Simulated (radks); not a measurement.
Results of a calculation; reference values are marked as such.
All-electron atom: Os41+ in [Ar] 3d10 4s2 4p5 (the NIST ground configuration). Code: a radial shooting solver on a logarithmic mesh with Libxc functionals. Model: scalar-relativistic Kohn-Sham, SCAN, spin-polarised, spherical densities, finite nucleus; open shells are filled with parallel spins first (spin-orbit coupling, left out, can overturn this in heavy ions); meta-GGA in the generalised Kohn-Sham scheme; Fermi nuclear charge, rms radius 5.4126 fm. Some entries of the table are withheld. Estimate them.

orbital  occ.  eigenvalue (eV)  <1/r> (bohr^-1)
1s up       1        -75856.31            90.42
1s down     1        -75855.26            90.42
2s up       1        -14816.48            21.21
2s down     1        -14815.85            21.21
2p up       3        -13148.08            19.07
2p down     3        -13147.07            19.07
3s up       1        -4854.894            7.977
3s down     1        -4854.149            7.975
3p up       3        -4359.944            7.340
3p down     3        -4358.936            7.340
3d up       5        -3821.619            6.916
3d down     5        -3820.401            6.917
4s up       1        -2251.574            3.819
4s down     1        -2245.956            3.819
4p up       3        -2066.192              (1)
4p down     2        -2060.651              (2)

Answer. 
(1) 4p up <1/r> (bohr^-1): 3.570
(2) 4p down <1/r> (bohr^-1): 3.570
